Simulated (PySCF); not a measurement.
Computed shifts of a molecule C₆H₆O, HF/pcSseg-1 (PySCF), GIAO, gas phase, equivalent atoms averaged, in ppm (number of nuclei): ¹³C: 162.0 (1), 111.9 (1), 88.1 (1), 83.2 (1), 74.0 (1), 31.5 (1). ¹H: 7.02 (1), 5.70 (1), 4.82 (1), 4.28 (1), 4.04 (1), 3.22 (1). References: ¹³C against TMS (σ = 192.6 ppm); ¹⁷O against H2O (σ = 333.0 ppm); ¹H against TMS (σ = 31.99 ppm), references at their B3LYP-D3(BJ)/def2-TZVP geometries, non-relativistic. Coordinates come from a PBE-D3(BJ)/def2-SVP optimisation. Other conformers were not sampled.

Problem. Identify the compound among the candidates.
A. C=C=C1COC1=C
B. O=C1C=CC=CC1
C. C#C[C@H]1C=COC1
D. CC#CC1=COC1

Solution. C, C#C[C@H]1C=COC1
